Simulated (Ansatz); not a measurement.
```yaml
crystal:
  periodic: [false, false, false]
  atoms:
    - {symbol: O, position_ang: [-0.883064, -1.273796, 0.426251]}
    - {symbol: W, position_ang: [0.086023, 0.195519, -0.163482]}
    - {symbol: F, position_ang: [0.865952, 0.112004, 1.537826]}
    - {symbol: Cl, position_ang: [-0.943767, 0.172174, -2.181149]}
    - {symbol: Cl, position_ang: [1.435460, 2.000336, -0.571664]}
    - {symbol: Cl, position_ang: [-1.489873, 1.655907, 0.650994]}
    - {symbol: Cl, position_ang: [1.764164, -1.145589, -0.978897]}
    - {symbol: H, position_ang: [-0.834885, -1.716556, 1.280120]}
basis:
  gaussian: {orbitals: def2-mTZVP, point_charges: [{charge: 0.50, position_ang: [6.455, -0.658, 0.481]}]}
hamiltonian: {xc: {name: wB97}}
accuracy: high
scf: {lower_state_search: full}
scf: {max_iter: 3}
```

```sh
$ ansatz run in.yaml --threads 4 --pin off --events-out ev --progress --plain --max-ram 11315MiB
```

Output, abridged:

```
Error: YAML parse error: error: line 17 column 1: duplicate mapping key: scf, set DuplicateKeyPolicy in Options if acceptable
15 | accuracy: high
16 | scf: {lower_state_search: full}
17 | scf: {max_iter: 3}
```
